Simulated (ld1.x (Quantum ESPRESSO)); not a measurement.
erbium: ultrasoft pseudisation with PBE, scalar-relativistic reference atom.

erbium, ultrasoft, made with ld1.x (Quantum ESPRESSO) 7.5 (PBE, scalar-relativistic). Core [Kr] 4d10 5s2, reference 4f12 5p6 5d0 6s2 6p0. Waves: 6s (bound): rcut 2.65, rcutus 3.35 bohr; 6s channel at 1.55 Ry: rcut 2.65, rcutus 3.35 bohr; 5p (bound): rcut 2.85, rcutus 3.25 bohr; 6p (bound, empty): rcut 2.85, rcutus 3.25 bohr; 5d (bound, empty): rcut 2.75, rcutus 3.20 bohr; 5d channel at 0.25 Ry: rcut 2.75, rcutus 3.20 bohr; 4f (bound): rcut 0.75, rcutus 1.05 bohr; 4f channel at 2.75 Ry: rcut 0.75, rcutus 1.05 bohr. Local part: all-electron potential smoothed inside 1.80 bohr (lloc = -1). Core correction: none. Augmentation charge: built from norm-conserving waves at rcut, not smoothed further.

All-electron outer shells of the reference configuration (PBE, scalar-relativistic, ld1.x):

```json
{"shell": "4d", "level (eV)": "-165.35", "outermost node (bohr)": "0.25", "outermost maximum (bohr)": "0.51"}
{"shell": "5s", "level (eV)": "-51.86", "outermost node (bohr)": "0.60", "outermost maximum (bohr)": "1.11"}
{"shell": "5p", "level (eV)": "-26.38", "outermost node (bohr)": "0.65", "outermost maximum (bohr)": "1.28"}
{"shell": "6s", "level (eV)": "-3.83", "outermost node (bohr)": "1.52", "outermost maximum (bohr)": "3.38"}
{"shell": "4f", "level (eV)": "-3.13", "outermost node (bohr)": "–", "outermost maximum (bohr)": "0.51"}
{"shell": "6p", "level (eV)": "-1.13", "outermost node (bohr)": "1.87", "outermost maximum (bohr)": "4.74"}
{"shell": "5d", "level (eV)": "-0.91", "outermost node (bohr)": "0.73", "outermost maximum (bohr)": "2.10"}
```

Q: Does the generator finish with these settings?

A: No. ld1.x (Quantum ESPRESSO) 7.5 stopped with "run_pseudo: Errors in PS-KS equation": the pseudo-atom solver did not find the valence states with the expected number of nodes, which is the usual sign of a ghost state. Before that it printed "Warning: n=1, l=0 expected 0 nodes, found 1".
